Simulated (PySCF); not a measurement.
Correlation energy of Pt²⁺ (platinum, charge +2)

[Xe] 4f14 5d7 6s1, high-spin 5F determinant (an excited configuration). Calculation: PySCF 2.14, in def2-TZVPPD with the def2 core potential (60 electrons) (6s5p3d2f1g, 59 functions); scalar relativity through the core potential. Frozen: 5s2 5p6; 8 electrons correlated.

```tsv
level	correlation energy (mhartree)
CCSD	-173.06
(T)	-4.17
CCSD(T)	-177.23
```

Diagnostics: T1 = 0.0045, D1 = 0.0135, largest double amplitude 0.022.

Q: Is a single reference adequate?

A: Yes, within this model without spin-orbit coupling: T1 lies below 0.03 and no double amplitude reaches 0.07.
